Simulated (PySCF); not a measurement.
**TlO(OH) at several levels of theory**

Computed with PySCF 2.14.0 (density fitting, no spin-orbit coupling) at the geometry relaxed with PBE0:

```xyz
4
TlO(OH) (singlet)
Tl   -0.0753    0.0034    0.5114
O     1.7791    0.0037    0.1331
O    -2.0382   -0.0121    1.0382
H    -2.5782    0.0941    0.2424
```

```
    level                                           basis    state  HOMO (eV)  gap (eV)  charge on Tl1 (e)  dipole about the centre of mass (D)  largest force component (eV/Å)
     PBE0  Tl def2-SVP with ECP60, O def2-SVP, H def2-SVP  singlet      -7.38      5.06               0.73                                 3.66                            0.03
CAM-B3LYP                                        the same  singlet      -8.80      7.49               0.70                                 3.68                            0.25
     TPSS                                        the same  singlet      -5.94      2.78               0.64                                 3.51                            0.68
```

Charges are Mulliken's, which hang on the basis. The relaxation used the grid (50, 194), these runs (75, 302) or, all-electron (x2c bases, spin-free X2C Hamiltonian), (99, 590).

(1) What does PBE0 with Tl def2-TZVP with ECP60, O def2-TZVP, H def2-TZVP give here?

Answers

(1) state singlet, HOMO (eV) -7.54, gap (eV) 5.14, charge on Tl1 (e) 0.82, dipole about the centre of mass (D) 3.72, largest force component (eV/Å) 0.91. Time: 4.7 s on 2 threads of Arm Neoverse V1, with other jobs on the host, from free ions and atoms.
